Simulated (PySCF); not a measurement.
A calculated (r2SCANh, PySCF 2.14, x2c-QZVPPall, the spin-free X2C one-electron Hamiltonian (Gaussian nucleus)) atom or ion has these occupied shells.

```csv
shell,electrons,orbital energy (eV),"rms radius, mean of both spins (bohr)"
1s α,1,-112.59,0.488
1s β,1,-112.26,0.488
2p α,2,-3.802,3.20
```

**Question.** Name the element and its charge.

**Answer.** Be (beryllium, neutral), in [He] 2p2, high-spin 3P determinant (an excited configuration).
